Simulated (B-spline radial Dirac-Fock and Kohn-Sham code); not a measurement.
Dipole and non-dipole photoemission parameters of Pb⁴⁺ 4p1/2

System: the Pb⁴⁺ ion, configuration [Xe] 4f14 5d10; threshold 799.8 eV (orbital energy of the model). These are calculated numbers from a radial B-spline solver; the model is Dirac-Hartree-Slater photoionisation with a Latter tail; cross sections with all multipoles, angular parameters from the dipole term and its interference with E2.

Input file task.json (cfg lists n, l and occupation; rrms is the nuclear radius in fm):

```json
{"items": [{
  "Z": 82,
  "q": 4,
  "cfg": [[1, 0, 2], [2, 0, 2], [2, 1, 6], [3, 0, 2], [3, 1, 6], [3, 2, 10], [4, 0, 2], [4, 1, 6], [4, 2, 10], [4, 3, 14], [5, 0, 2], [5, 1, 6], [5, 2, 10]],
  "A": 208,
  "rrms": 5.5012,
  "do": "xps",
  "hv": [63.2, 100, 119.0, 150, 164.0, 216.0, 227.0, 311.0, 492.0, 525.0, 611.0, 651.0, 726.0, 733.0, 832.0, 1080.0, 1253.6, 1280.0, 1486.9, 2600.0, 2790.0, 2830.0, 2984.4, 3230.0, 5414.7, 5820.0, 9251.7, 11600.0, 12000, 12300.0]
}]}
```

Launch: `python xray2_run.py task.json out`

For linearly polarised light dσ/dΩ = σ/(4π) [1 + β P₂(cos θ) + (δ + γ cos²θ) sin θ cos φ], with θ from the polarisation vector and φ the angle between the beam and the projection of the electron momentum on the plane normal to the polarisation.

```
hν (eV)  σ (kb)       β       γ       δ
    832    37.9  -0.488  -0.398   0.166
   1080       ?       ?       ?       ?
 1253.6    32.8   1.054   0.490   0.066
   1280    32.4   1.089   0.506   0.062
 1486.9    28.8   1.289   0.553   0.036
   2600    15.4   1.620   0.229  -0.001
   2790    14.0   1.638   0.180  -0.002
   2830    13.7   1.641   0.170  -0.003
 2984.4    12.7   1.651   0.136  -0.003
   3230    11.3   1.664   0.091  -0.004
 5414.7    4.80   1.684   0.008  -0.007
   5820    4.21   1.681   0.030  -0.007
 9251.7    1.70   1.628   0.356  -0.002
  11600    1.05   1.588   0.620   0.005
  12000   0.973   1.581   0.665   0.007
  12300   0.921   1.576   0.698   0.008
```

Task: Give the values at 1080 eV.

Result: σ = 35.5 kb, β = 0.737, γ = 0.284, δ = 0.107.
